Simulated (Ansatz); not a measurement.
C₂H₂F (SMILES [CH]=CF), doublet (typed; the unrestricted solution is spin-contaminated), geometry from GFN2-xTB; Ansatz (a quantum-chemistry and plane-wave program) with HF/aug-cc-pVDZ.

Input for Ansatz:
Ansatz 0.2 input:
```yaml
crystal:
  periodic: [false, false, false]
  atoms:
    - {symbol: C, position_ang: [0.03831317, 0.37748676, -0.00198934]}
    - {symbol: C, position_ang: [1.23935301, -0.08688495, -0.03729312]}
    - {symbol: F, position_ang: [-1.07331666, -0.38169762, 0.03330233]}
    - {symbol: H, position_ang: [-0.24782299, 1.43729641, 0.00433304]}
    - {symbol: H, position_ang: [2.24167587, 0.25437132, -0.06835927]}
basis:
  gaussian:
    orbitals: aug-cc-pVDZ
hamiltonian:
  xc: hf
magnetization: {spin_polarized: true, initial_magnetization: 1}
```

The log (banner, timings and long lists left out):

```
Functional definition: HF
904 factors; their error is unknown
mean field evaluation 1: about -4793.9854 eV, gradient 1.7e1 eV
mean field evaluation 2: about -4795.6007 eV, gradient 7.0e0 eV
mean field evaluation 4: about -4795.9451 eV, gradient 1.1e0 eV
mean field evaluation 8: about -4796.0231 eV, gradient 4.3e-1 eV
mean field evaluation 16: about -4796.2189 eV, gradient 2.4e-3 eV
mean field -4796.21887568 eV, -176.2577926872 hartree, gradient 1.1e-5 eV, S^2 0.905373; 0 other end points of the search recorded, 0 dependent functions left out
reference -4796.21887568 eV, -176.2577926872 hartree; 12, 11 occupied and 75, 76 virtual orbitals, 904 factors
Total energy: -4796.21887568 eV, -176.2577926872 hartree
```
